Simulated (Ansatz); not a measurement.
```yaml
crystal:
  periodic: [false, false, false]
  atoms:
    - {symbol: Os, position_ang: [0.266177, 0.285775, -0.005358]}
    - {symbol: H, position_ang: [-0.569163, -0.175815, 1.282191]}
    - {symbol: H, position_ang: [-0.158420, -0.604871, -1.268643]}
    - {symbol: H, position_ang: [1.671207, -0.342853, -0.676306]}
    - {symbol: H, position_ang: [-1.222053, 0.363461, -0.594118]}
    - {symbol: H, position_ang: [-0.447922, 1.655356, 0.652802]}
    - {symbol: H, position_ang: [0.460164, -1.181054, 0.609431]}
basis:
  gaussian: {orbitals: def2-SVP}
total_charge: -5
magnetization: {spin_polarized: true, initial_magnetization: 1}
hamiltonian: {xc: {name: r2SCAN}}
scf: {omitted_lower_state_checks: [starts]}
output: {forces: true}
```

```sh
$ ansatz run in.yaml --threads 4 --pin off --events-out ev --progress --plain --max-ram 3916MiB
```

Output, abridged:

```
Functional definition: r2SCAN
645 factors; their error is unknown
mean field evaluation 1: about -2287.8862 eV, gradient 1.5e2 eV
mean field evaluation 2: about -2143.8111 eV, gradient 2.3e2 eV
mean field evaluation 4: about -2488.3929 eV, gradient 7.3e1 eV
mean field evaluation 8: about -2515.7473 eV, gradient 5.4e0 eV
mean field evaluation 16: about -2515.8547 eV, gradient 3.0e-2 eV
mean field evaluation 32: about -2515.8547 eV, gradient 4.0e-5 eV
a density is far from that of the atoms, so the factors are made again for it
683 factors; integrals over basis functions are off by at most 1.2e-3 eV
mean field -2515.85447795 eV, -92.4559467572 hartree, gradient 1.9e-5 eV, S^2 0.758718; 0 other end points of the search recorded, 0 dependent functions left out
reference -2515.85449122 eV, -92.4559472449 hartree; 14, 13 occupied and 48, 49 virtual orbitals, 683 factors
Total energy: -2515.85449122 eV, -92.4559472449 hartree
Atom 0 at     0.266177     0.285775    -0.005358 Å, force    -1.541154    -1.654218     0.030188 eV/Å
Atom 1 at    -0.569163    -0.175815     1.282191 Å, force     0.193891     0.186545    -0.304073 eV/Å
Atom 2 at    -0.158420    -0.604871    -1.268643 Å, force     0.178341     0.214319     0.297720 eV/Å
Atom 3 at     1.671207    -0.342853    -0.676306 Å, force     0.567663     0.262736    -0.070572 eV/Å
Atom 4 at    -1.222053     0.363461    -0.594118 Å, force     0.340812     0.064390     0.223173 eV/Å
Atom 5 at    -0.447922     1.655356     0.652802 Å, force     0.223837     0.585869     0.054434 eV/Å
Atom 6 at     0.460164    -1.181054     0.609431 Å, force     0.036609     0.340359    -0.230869 eV/Å
Dipole moment:    -0.267881    -0.288373     0.004599 e Å
Checks for a lower state left out: starts
```

Hardware: 4 threads of Arm Neoverse V2 on a shared host. Wall time 4.7 s.

In the def2 sets Os takes a core potential; there is no spin–orbit coupling. A multiply charged anion in the gas phase is held together partly by the finite basis. Removing one electron lowers the energy by 7.16 eV at PBE0-D4/def2-TZVPD, so it isn't bound. The highest occupied level of an anion often lies above zero with these methods, and sets without diffuse functions describe the outer electron poorly.

The dipole of an ion depends on the origin.
